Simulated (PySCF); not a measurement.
Output of ΔSCF core-hole calculations on Si(NCS)H3, `N([SiH3])=C=S`.

Method: delta-SCF UKS SCAN, pcX-2 on the ionised atom, pcseg-1 elsewhere, spin-free X2C in PySCF 2.14.0. The program numbers atoms from 0. The cycles run on a coarse integration grid; for E(ground) and E(ion) the exchange–correlation energy is redone on a finer one, so they differ from the last cycle, and only they enter the binding energy.

Coordinates (Å, PBE0-D3(BJ)/def2-SVP):
```
Si    -0.002995    -0.000667    -1.102012
N     -0.010519     0.027219     0.625323
C      0.001494     0.008701     1.819409
S      0.015049    -0.011061     3.393549
H      1.409675    -0.006287    -1.573226
H     -0.707538     1.212667    -1.600383
H     -0.705177    -1.230581    -1.562661
```

```
ground state, core basis on atom 0 (Si), 121 functions
  cycle   1  E = -783.94591981  |g| = 3.38e-01
  cycle   2  E = -783.91307335  |g| = 5.03e-01
  cycle   3  E = -783.96712741  |g| = 1.30e-01
  cycle   4  E = -783.97127810  |g| = 3.04e-02
  cycle   5  E = -783.97125603  |g| = 3.27e-02
  cycle   6  E = -783.97159266  |g| = 2.98e-03
  cycle   7  E = -783.97159236  |g| = 6.11e-04
  cycle   8  E = -783.97159279  |g| = 1.19e-04
  E(ground) = -783.98018171 Eh
hole in Si 1s of atom 0
  cycle   1  E = -715.00161645  |g| = 4.35e+00
  cycle   2  E = -712.43547874  |g| = 2.78e+00
  cycle   3  E = -705.93735576  |g| = 3.16e+00
  cycle   4  E = -715.83573888  |g| = 5.72e-01
  cycle   5  E = -715.65629827  |g| = 8.21e-01
  cycle   6  E = -715.98492052  |g| = 3.39e-01
  cycle   7  E = -716.05116124  |g| = 8.23e-02
  cycle   8  E = -716.05410341  |g| = 2.71e-02
  cycle   9  E = -716.05463252  |g| = 3.24e-03
  cycle  10  E = -716.05463898  |g| = 9.76e-04
  cycle  11  E = -716.05463848  |g| = 2.09e-04
  E(ion) = -716.07150159 Eh   <S^2> = 0.7521   hole on atom = 1.000
```

**Question.** What is the Si 1s binding energy of atom 0?

**Answer.** (-716.071502 − (-783.980182)) Eh × 27.2114 eV/Eh = 1847.89 eV, for the silicon bonded to N and 3 H.

```
ground state, core basis on atom 2 (C), 110 functions
  cycle   1  E = -783.87856529  |g| = 5.82e-02
  cycle   2  E = -783.87836970  |g| = 3.06e-02
  cycle   3  E = -783.87751711  |g| = 6.21e-02
  cycle   4  E = -783.87862134  |g| = 2.59e-03
  cycle   5  E = -783.87862448  |g| = 1.39e-03
  cycle   6  E = -783.87862569  |g| = 3.29e-04
  E(ground) = -783.92903968 Eh
hole in C 1s of atom 2
  cycle   1  E = -772.51605006  |g| = 1.51e+00
  cycle   2  E = -769.41116101  |g| = 2.71e+00
  cycle   3  E = -772.93829815  |g| = 4.53e-01
  cycle   4  E = -772.98297372  |g| = 3.38e-01
  cycle   5  E = -772.78487864  |g| = 7.18e-01
  cycle   6  E = -773.09107716  |g| = 1.10e-01
  cycle   7  E = -773.09557821  |g| = 5.00e-02
  cycle   8  E = -773.09666121  |g| = 4.53e-03
  cycle   9  E = -773.09668773  |g| = 2.91e-03
  cycle  10  E = -773.09670228  |g| = 1.61e-03
  cycle  11  E = -773.09670760  |g| = 5.76e-04
  cycle  12  E = -773.09670928  |g| = 3.83e-04
  E(ion) = -773.14718373 Eh   <S^2> = 0.7911   hole on atom = 1.000
```

**Question.** What is the C 1s binding energy of atom 2?

**Answer.** (-773.147184 − (-783.929040)) Eh × 27.2114 eV/Eh = 293.39 eV, for the carbon bonded to N and S.

The ground state is recomputed for each atom, because the flexible core basis sits on the ionised atom alone; energies of different blocks can't be mixed. Isolated species at its PBE0-D3(BJ)/def2-SVP geometry, gas phase.
Labels such as C1 count atoms from 1, the log's own numbers from 0.
